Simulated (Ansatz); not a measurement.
Program: Ansatz. Geometries: PBE0-D4/def2-TZVP. ΔE: electronic, gas phase. CCSD(T)/CBS adds triple-zeta CCSD(T) − MP2 to the extrapolated MP2 energy (def2 sets, frozen cores). This one scheme is used for every species. DFT in def2-TZVPP. HSE06 is defined as in plane-wave codes. Elements past krypton have def2 core potentials. For Nb outer-core shells are correlated without core-valence functions, which leaves a few kJ/mol of doubt a bond. Each species was taken in one conformer, which may not be the lowest.

Reaction (substitution at a C–C bond): `C#CC(C)(C)C` + `[CH3][Nb](=[NH])([F])[Cl]` → `CC(C)(C)[N]=[Nb]([CH3])([F])[Cl]` + acetylene

`C#CC(C)(C)C`:

Cartesian coordinates in Å:
```
C -0.907 0.719 -2.354
C -0.492 0.390 -1.277
C 0.014 -0.011 0.037
C -0.034 1.192 0.983
C 1.459 -0.499 -0.108
C -0.861 -1.140 0.589
H -1.275 1.012 -3.309
H 0.342 0.905 1.968
H -1.056 1.558 1.096
H 0.581 2.010 0.603
H 1.515 -1.356 -0.783
H 1.848 -0.802 0.868
H 2.099 0.291 -0.506
H -0.844 -2.007 -0.074
H -0.492 -1.448 1.571
H -1.897 -0.813 0.696
```

`[CH3][Nb](=[NH])([F])[Cl]`:

```xyz
9

C     0.130    0.862    1.034
Nb   -0.243   -0.126   -0.819
N     0.056   -1.783   -0.414
F    -2.044    0.105   -1.261
Cl    1.311    0.598   -2.354
H    -0.542    0.492    1.814
H    -0.025    1.940    0.905
H     1.159    0.682    1.360
H     0.198   -2.771   -0.264
```

`CC(C)(C)[N]=[Nb]([CH3])([F])[Cl]`:

```xyz
21

C     1.571    0.859    0.777
C     0.648   -0.355    0.711
C    -0.292   -0.377    1.915
C     1.466   -1.643    0.651
N    -0.144   -0.263   -0.484
Nb   -1.048   -0.239   -1.959
C    -2.163    1.576   -1.741
F    -2.234   -1.693   -1.975
Cl    0.426   -0.012   -3.724
H     0.988    1.782    0.801
H     2.227    0.888   -0.096
H     2.191    0.817    1.676
H    -0.964   -1.235    1.861
H    -0.894    0.533    1.946
H     0.283   -0.443    2.842
H     2.122   -1.639   -0.222
H     0.808   -2.512    0.587
H     2.083   -1.740    1.548
H    -1.483    2.428   -1.645
H    -2.794    1.547   -0.847
H    -2.797    1.722   -2.623
```

`C#C`:

Cartesian coordinates in Å:
```
C -0.339 -0.013 0.493
C 0.339 0.013 -0.493
H -0.943 -0.036 1.370
H 0.943 0.036 -1.370
```

```tsv
level	ΔE (kJ/mol)
B97M-V	8.6
ωB97X-V	7.7
PBE	12.6
HSE06	13.6
LC-ωPBE	15.7
HF/def2-SVP	10.2
CCSD/def2-SVP	-5.8
MP2/def2-QZVPP	-12.1
```

Q: What does CCSD(T)/CBS give? (Estimate.)

A: Computed: -0.9 kJ/mol. The listed levels differ from it by 9.5, 8.6, 13.5, 14.5, 16.6, 11.1, -4.9, -11.2 kJ/mol.

Largest T1 diagnostic among the species: 0.020.

Leaving LDA and LC-ωPBE aside and taking each functional with its dispersion term where it has one, the values, not all of them listed here, spread over 8.3 kJ/mol, from BLYP-D4 to B97M-V. The D4 term adds −9.0 kJ/mol with B3LYP and −6.0 kJ/mol with PBE0; it sums over pairs of atoms, weighted by their polarisabilities, and B3LYP, whose exchange is more repulsive, gets the larger term. In def2-TZVPP, CCSD(T) changes the Hartree–Fock value by −16.3 kJ/mol (the triples alone add −3.4 kJ/mol) and MP2 by −27.3 kJ/mol.

B3LYP here is the variant with VWN-RPA as its local correlation; programs differ in this.
